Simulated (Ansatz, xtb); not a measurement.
**Isomers of CH5FSSi in order of energy**

3 gas-phase structures of CH5FSSi, found in a search over its isomers (lower ones may exist). Each was relaxed with GFN2-xTB; where two conformers were screened, the lower at r2SCAN-D4/def2-SVP is listed:

A. `F[SiH2]CS`, a singlet
B. `C[Si@H](F)S`, a singlet
C. `CS[SiH2]F`, a singlet

Q: Estimate their order in r2SCAN-D4/def2-SVP energy at these geometries, lowest first.

A: Calculated order at r2SCAN-D4/def2-SVP: B (0.0), C (16.7), A (31.4) kcal/mol.

Energies above the lowest of each column, in kcal/mol; the last columns are at BLYP-D3(BJ)/def2-SVP geometries and were run for some of them only (a dash: not run or not comparable):

```csv
structure,GFN2-xTB,HF/STO-3G,r2SCAN-D4/def2-SVP,BLYP-D3(BJ)/def2-SVP,CCSD(T)/def2-SVP + ΔMP2/def2-TZVPP
B,1.2,0.0,0.0,0.0,0.0
C,0.0,10.3,16.7,14.4,15.5
A,19.4,24.3,31.4,–,–
```

CCSD(T)/def2-SVP + ΔMP2/def2-TZVPP puts B lowest of those it was run on; GFN2-xTB picks C. Flexible structures stand in one conformer each, not always the lowest. Frequencies (BLYP-D3(BJ)/def2-SVP) were run for B, C alone. ΔMP2 is the change of the MP2 energy from the smaller to the larger basis.

Programs: Ansatz 0.2.0, xtb 6.7.1.
